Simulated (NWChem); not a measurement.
System: C2H5NOSi; SMILES O=C/N=C/[SiH3]

The following NWChem deck was run.

```
start job
memory heap 200 mb stack 900 mb global 1100 mb
geometry units angstroms noautoz
  O      0.150407     2.912664     0.477307
  C     -0.353797     1.890066     0.095653
  N      0.233329     0.603483     0.310241
  C     -0.443457    -0.377972    -0.166455
  Si     0.167292    -2.166529     0.014589
  H     -1.323811     1.872118    -0.457754
  H     -1.401052    -0.186927    -0.693902
  H     -0.874361    -2.939987     0.741652
  H      1.452660    -2.188795     0.746569
  H      0.318854    -2.743922    -1.347596
end
basis spherical
  * library def2-tzvp
end
dft
  xc hfexch
  iterations 150
  semidirect filesize 400000000
  mulliken
end
task dft energy
```

Output (shortened):

```
             Northwest Computational Chemistry Package (NWChem) 7.3.0
             --------------------------------------------------------

 CS  symmetry detected

                             Geometry "geometry" -> ""
                             -------------------------

 Output coordinates in angstroms (scale by  1.889725989 to convert to a.u.)

  No.       Tag          Charge          X              Y              Z
 ---- ---------------- ---------- -------------- -------------- --------------
    1 O                    8.0000     0.31504088    -2.92353358     0.00000000
    2 C                    6.0000    -0.30220024    -1.89173834     0.00000000
    3 N                    7.0000     0.32640892    -0.60686043     0.00000000
    4 C                    6.0000    -0.48821597     0.38557017     0.00000000
    5 Si                  14.0000     0.14910070     2.17402058     0.00000000
    6 H                    1.0000    -1.41875434    -1.86318095     0.00000000
    7 H                    1.0000    -1.58312204     0.20427674     0.00000000
    8 H                    1.0000    -0.38832347     2.85687021    -1.20697380
    9 H                    1.0000     1.62842125     2.18217641     0.00000000
   10 H                    1.0000    -0.38832347     2.85687021     1.20697380

 Effective nuclear repulsion energy (a.u.)     194.1913071585

      Symmetry information
      --------------------

 Group name             Cs
 Group number              2
 Group order               2
 No. of unique centers     9

  xc_inp: hfexch multiplicative factor not found.

                                 NWChem DFT Module
                                 -----------------

 Summary of "ao basis" -> "ao basis" (spherical)
 ------------------------------------------------------------------------------
       Tag                 Description            Shells   Functions and Types
 ---------------- ------------------------------  ------  ---------------------
 O                         def2-tzvp                11       31   5s3p2d1f
 C                         def2-tzvp                11       31   5s3p2d1f
 N                         def2-tzvp                11       31   5s3p2d1f
 Si                        def2-tzvp                13       37   5s5p2d1f
 H                         def2-tzvp                 4        6   3s1p

      Symmetry analysis of basis
      --------------------------

        a'        130
        a"         61

            General Information
            -------------------
          SCF calculation type: DFT
          Wavefunction type:  closed shell.
          No. of atoms     :    10
          No. of electrons :    46
           Alpha electrons :    23
            Beta electrons :    23
          Charge           :     0
          Spin multiplicity:     1
          Use of symmetry is: on ; symmetry adaption is: on
          Maximum number of iterations: 150
          AO basis - number of functions:   191
                     number of shells:    77
          Convergence on energy requested:  1.00D-06
          Convergence on density requested:  1.00D-05
          Convergence on gradient requested:  5.00D-04

              XC Information
              --------------
                     Hartree-Fock (Exact) Exchange  1.000

      Superposition of Atomic Density Guess
      -------------------------------------

 Sum of atomic energies:        -495.77297197

      Non-variational initial energy
      ------------------------------

 Total energy =    -497.969340
 1-e energy   =   -1066.546370
 2-e energy   =     374.385724
 HOMO         =      -0.291921
 LUMO         =      -0.086041

      Symmetry analysis of molecular orbitals - initial
      -------------------------------------------------

  Numbering of irreducible representations:

     1 a'          2 a"

  Orbital symmetries:

     1 a'          2 a'          3 a'          4 a'          5 a'
     6 a'          7 a'          8 a"          9 a'         10 a'
    11 a'         12 a'         13 a'         14 a'         15 a'
    16 a'         17 a"         18 a"         19 a'         20 a'
    21 a"         22 a'         23 a'         24 a"         25 a"
    26 a'         27 a'         28 a'         29 a"         30 a'
    31 a'         32 a'         33 a'

------------------------------------------------------------
EAF file 0: "./job.aoints.0" size=318767104 bytes
------------------------------------------------------------
               write      read    awrite     aread      wait
               -----      ----    ------     -----      ----
     calls:      608         0         0         0         0
   data(b): 3.19e+08  0.00e+00  0.00e+00  0.00e+00
   time(s): 0.00e+00  0.00e+00  0.00e+00  0.00e+00  0.00e+00
rate(mb/s): 0.00e+00  0.00e+00
------------------------------------------------------------

     ---------------------------------------------
      Total Density - Mulliken Population Analysis
     ---------------------------------------------

    Atom       Charge   Shell Charges
 -----------   ------   -------------------------------------------------------
    1 O    8     8.75   0.79  1.18  0.61  0.96  0.28  2.01  2.11  0.77  0.00  0.02  0.00
    2 C    6     5.30   0.86  1.12  0.54  0.60  0.12  0.92  0.82  0.17  0.04  0.10  0.02
    3 N    7     7.51   0.82  1.15  0.60  0.88  0.21  1.49  1.73  0.58  0.01  0.04  0.00
    4 C    6     5.86   0.86  1.12  0.56  0.66  0.11  1.04  1.12  0.29  0.02  0.06  0.01
    5 Si  14    13.66   2.00  0.59  1.39  0.89  0.46  4.12  1.73  0.52  1.33  0.47  0.08  0.07  0.01
    6 H    1     0.93   0.24  0.47  0.20  0.02
    7 H    1     0.89   0.24  0.46  0.17  0.02
    8 H    1     1.03   0.22  0.54  0.26  0.01
    9 H    1     1.04   0.23  0.54  0.26  0.01
   10 H    1     1.03   0.22  0.54  0.26  0.01

   convergence    iter        energy       DeltaE   RMS-Dens  Diis-err
 ---------------- ----- ----------------- --------- --------- ---------
 d= 0,ls=0.0,diis     1   -496.8069770289 -6.91D+02  3.90D-03  9.80D-01
 d= 0,ls=0.0,diis     2   -496.8873766280 -8.04D-02  1.82D-03  6.00D-01
 d= 0,ls=0.0,diis     3   -496.9413835819 -5.40D-02  5.13D-04  1.14D-02
 d= 0,ls=0.0,diis     4   -496.9441882005 -2.80D-03  1.82D-04  1.63D-03
 d= 0,ls=0.0,diis     5   -496.9445290122 -3.41D-04  1.01D-04  3.25D-04
  Resetting Diis
 d= 0,ls=0.0,diis     6   -496.9446131174 -8.41D-05  6.82D-05  7.23D-05
 d= 0,ls=0.0,diis     7   -496.9446407301 -2.76D-05  1.63D-05  1.24D-05
 d= 0,ls=0.0,diis     8   -496.9446433373 -2.61D-06  5.78D-06  3.13D-06
 d= 0,ls=0.0,diis     9   -496.9446442369 -9.00D-07  1.20D-05  1.71D-06
 d= 0,ls=0.0,diis    10   -496.9446448807 -6.44D-07  1.17D-06  3.20D-08

         Total DFT energy =     -496.944644880694
      One electron energy =    -1069.190092953696
           Coulomb energy =      425.388329469800
    Exchange-Corr. energy =      -47.334188555292
 Nuclear repulsion energy =      194.191307158494

 Numeric. integr. density =        0.000000000000

                  Occupations of the irreducible representations
                  ----------------------------------------------

                     irrep           alpha         beta
                     --------     --------     --------
                     a'               19.0         19.0
                     a"                4.0          4.0

                       DFT Final Molecular Orbital Analysis
                       ------------------------------------

 Vector   21  Occ=2.000000D+00  E=-4.821129D-01  Symmetry=a'
              MO Center=  1.5D-01, -1.5D+00,  1.5D-15, r^2= 3.7D+00
   Bfn.  Coefficient  Atom+Function         Bfn.  Coefficient  Atom+Function
  ----- ------------  ---------------      ----- ------------  ---------------
     6      0.309849   1 O  px                9      0.275791   1 O  px
    67     -0.208236   3 N  s                12      0.174736   1 O  px
    66     -0.175154   3 N  s                 7      0.164748   1 O  py
    68     -0.154819   3 N  px               10      0.151733   1 O  py
    99      0.147077   4 C  px              102      0.133717   4 C  px

 Vector   22  Occ=2.000000D+00  E=-4.525523D-01  Symmetry=a"
              MO Center=  1.6D-02, -5.3D-01, -5.6D-15, r^2= 4.1D+00
   Bfn.  Coefficient  Atom+Function         Bfn.  Coefficient  Atom+Function
  ----- ------------  ---------------      ----- ------------  ---------------
    70     -0.242711   3 N  pz               73     -0.233932   3 N  pz
     8      0.221778   1 O  pz               11      0.198992   1 O  pz
   101     -0.195629   4 C  pz              104     -0.196474   4 C  pz
    76     -0.149069   3 N  pz               14      0.132828   1 O  pz
   107     -0.122760   4 C  pz              141      0.102245   5 Si pz

 Vector   23  Occ=2.000000D+00  E=-4.189294D-01  Symmetry=a'
              MO Center= -4.2D-02, -8.5D-01,  1.6D-16, r^2= 3.5D+00
   Bfn.  Coefficient  Atom+Function         Bfn.  Coefficient  Atom+Function
  ----- ------------  ---------------      ----- ------------  ---------------
    68      0.253784   3 N  px               71      0.244058   3 N  px
     6      0.194953   1 O  px               74      0.192699   3 N  px
     9      0.177199   1 O  px              163      0.151605   6 H  s
   164      0.148073   6 H  s               140      0.132189   5 Si py
    69      0.127632   3 N  py               12      0.122231   1 O  px

[...]
```

Level: Hartree-Fock/def2-TZVP. Coordinates come from a B3LYP/6-31G* (spherical d) optimisation.
